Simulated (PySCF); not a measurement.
Bonds broken one at a time in the series Ga Cl-CH3. All species are isolated molecules in the gas phase. Strings in code marks are SMILES.

The four lowest singlet excitations (Tamm–Dancoff). Method: PySCF 2.14.0 with PBE-D3(BJ)/def2-TZVP // PBE0-D4/def2-TZVP. Excitations are Tamm–Dancoff values on a coarser integration grid. The basis has no diffuse functions, so Rydberg states are missing or too high.

| state | energy (eV) | wavelength (nm) | oscillator strength |
|---|---|---|---|
| S1 | 4.98 | 249 | 0.000 |
| S2 | 4.99 | 249 | 0.000 |
| S3 | 6.30 | 197 | 0.114 |
| S4 | 6.30 | 197 | 0.119 |

Question: Identify which member gives these states.
(A) `[Cl][Ga]([Cl])[Cl]`
(B) `[CH3][Ga]([CH3])[CH3]`
(C) `[CH3][Ga]([CH3])[Cl]`

Answer: B, `[CH3][Ga]([CH3])[CH3]`
